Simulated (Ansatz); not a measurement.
A CCSD(T) single point on `[CH3][Sn]([Cl])([Cl])[Cl]`.

```yaml
crystal:
  periodic: [false, false, false]
  atoms:
    - {symbol: C, position_ang: [-0.867851, -0.274914, 0.843304]}
    - {symbol: Sn, position_ang: [0.616081, 0.176910, -0.591627]}
    - {symbol: Cl, position_ang: [2.491729, -1.147107, -0.345052]}
    - {symbol: Cl, position_ang: [-0.141471, -0.135826, -2.750355]}
    - {symbol: Cl, position_ang: [1.324089, 2.369859, -0.444740]}
    - {symbol: H, position_ang: [-1.171052, -1.312402, 0.711235]}
    - {symbol: H, position_ang: [-0.445139, -0.125457, 1.835651]}
    - {symbol: H, position_ang: [-1.714285, 0.391839, 0.685985]}
basis:
  gaussian: {orbitals: def2-TZVPP}
correlation: {method: ccsd_t}
output: {orbitals: {seedname: orbitals}}
```

```sh
$ ansatz run in.yaml --threads 4 --pin off --events-out ev --progress --plain --max-ram 10444MiB
```

The program prints (abridged):

```
Functional definition: HF
1626 factors; integrals over basis functions are off by at most 1.1e-3 eV
mean field evaluation 1: about -44397.5233 eV, gradient 3.0e1 eV
mean field evaluation 2: about -44397.7220 eV, gradient 3.1e1 eV
mean field evaluation 4: about -44400.1701 eV, gradient 2.9e0 eV
mean field evaluation 8: about -44400.2108 eV, gradient 1.9e-1 eV
mean field -44400.21094619 eV, -1631.6776567286 hartree, gradient 5.7e-6 eV, S^2 0.000000; 0 other end points of the search recorded, 0 dependent functions left out
20 core orbitals not correlated: weight in the atoms' cores, before any rotation towards them, 1.000 or more for the frozen orbitals, at most 0.000 for the correlated occupied ones
reference -44400.21094619 eV, -1631.6776567286 hartree; 21, 21 occupied and 208, 208 virtual orbitals, 1626 factors
second order -28.75423041 eV of doubles, -0.00000000 eV of singles
cycle   1  -29.36585272 eV  change   -6.1e-1 eV  update   1.1e-1
cycle   2  -29.98454899 eV  change   -6.2e-1 eV  update   2.9e-2
cycle   3  -30.09949204 eV  change   -1.1e-1 eV  update   1.5e-2
cycle   4  -30.08627300 eV  change    1.3e-2 eV  update   3.3e-3
cycle   5  -30.08466122 eV  change    1.6e-3 eV  update   1.3e-3
cycle   6  -30.08484866 eV  change   -1.9e-4 eV  update   3.0e-4
cycle   7  -30.08474115 eV  change    1.1e-4 eV  update   9.6e-5
cycle   8  -30.08474403 eV  change   -2.9e-6 eV  update   2.9e-5
perturbative correction -1.20207159 eV, -0.0441753160 hartree
Total energy: -44431.49776181 eV, -1632.8274259955 hartree
```

Run time 2.4 min (4 threads of an Intel Xeon Platinum 8488C on a shared host); peak host memory 5.4 GiB.

MP2 recovers 91.9 % of the CCSD(T) correlation energy and the triples give 3.8 %; T1 = 0.0105.
